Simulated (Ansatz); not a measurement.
A nudged elastic band was laid between two geometries of C₂H₁₁NSi₂ (16 atoms, charge 0, multiplicity 1).

Theory: Ansatz 0.2.0, RKS PBE0-D4/def2-SVP.

```json
{
 "movable images": "7",
 "climbing image": "yes",
 "spring": "5.0 eV/Å²",
 "optimiser": "quadratic models (default)",
 "start path": "IDPP",
 "force threshold": "0.05 eV/Å",
 "iteration limit": "55",
 "end points": "relaxed"
}
```

First end point:

```xyz
16
Properties=species:S:1:pos:R:3
C 0.491 1.759 -0.703
N 1.497 1.087 0.075
C 1.473 -0.358 0.016
Si 0.018 -1.290 0.861
Si -2.102 -0.916 -0.079
H 0.604 2.848 -0.602
H 0.619 1.517 -1.772
H -0.562 1.509 -0.440
H 1.488 1.410 1.038
H 2.395 -0.756 0.475
H 1.518 -0.675 -1.041
H 0.301 -2.762 0.795
H -0.029 -0.900 2.310
H -2.007 -0.891 -1.574
H -2.668 0.394 0.374
H -3.061 -1.998 0.310
```

Last end point:

```xyz
16
Properties=species:S:1:pos:R:3
C 0.207 1.947 -0.054
N 1.287 1.214 0.550
C 1.511 -0.114 0.025
Si 0.212 -1.482 0.399
Si -1.912 -1.146 -0.546
H 0.130 2.946 0.402
H 0.409 2.095 -1.128
H -0.796 1.470 0.022
H 1.192 1.193 1.561
H 2.474 -0.499 0.405
H 1.638 -0.051 -1.071
H 0.741 -2.789 -0.112
H 0.054 -1.605 1.887
H -2.688 -2.426 -0.606
H -1.776 -0.617 -1.941
H -2.705 -0.158 0.252
```

(1) What changes between the two ends?

(2) Give the energies along the band, and the barrier.

(3) What is the geometry of the highest image?

(4) What are the harmonic wavenumbers there?

Results:

(1) No bond is made or broken. The dihedral C3–Si4–Si5–H16 goes from 161 to -79°. The two ends are copies of one structure, up to a mirror image or an exchange of like atoms.

(2) The run converged. The highest image is number 5 of 0 to 8, 0.048 eV above the ends, which have the same energy within 2 meV. A vibrational analysis at the climbing image gives one clearly imaginary mode, 93i cm⁻¹: a first-order saddle point.

| image | path coordinate (Å) | energy (eV) | dihedral C3–Si4–Si5–H16 (°) |
| --- | --- | --- | --- |
| 0 | 0.00 | 0.000 | 161 |
| 1 | 0.71 | 0.007 | 166 |
| 2 | 1.41 | 0.019 | 175 |
| 3 | 2.12 | 0.032 | -171 |
| 4 | 2.82 | 0.043 | -155 |
| 5 | 3.53 | 0.048 | -136 |
| 6 | 4.31 | 0.033 | -115 |
| 7 | 5.10 | 0.008 | -95 |
| 8 | 5.89 | 0.000 | -79 |

(3) 
```xyz
16
Properties=species:S:1:pos:R:3
C 0.265 1.934 0.221
N 1.464 1.171 0.449
C 1.479 -0.148 -0.146
Si 0.111 -1.389 0.407
Si -1.947 -1.163 -0.720
H 0.354 2.925 0.690
H 0.123 2.095 -0.861
H -0.671 1.466 0.602
H 1.661 1.109 1.444
H 2.450 -0.627 0.072
H 1.445 -0.053 -1.247
H 0.597 -2.789 0.180
H -0.113 -1.222 1.882
H -2.121 -2.240 -1.746
H -2.028 0.154 -1.427
H -3.090 -1.245 0.243
```

(4) 93i, 79, 94, 161, 202, 281, 361, 400, 432, 501, 548, 639, 678, 736, 770, 831, 890, 921, 932, 942, 983, 1104, 1142, 1228, 1257, 1298, 1419, 1440, 1465, 1472, 1505, 2194, 2204, 2216, 2223, 2225, 2937, 3042, 3082, 3106, 3146, 3582 cm⁻¹.

Time of the run: 6.1 min on 2 threads of Arm Neoverse V1 (shared host), peak memory 0.34 GiB.
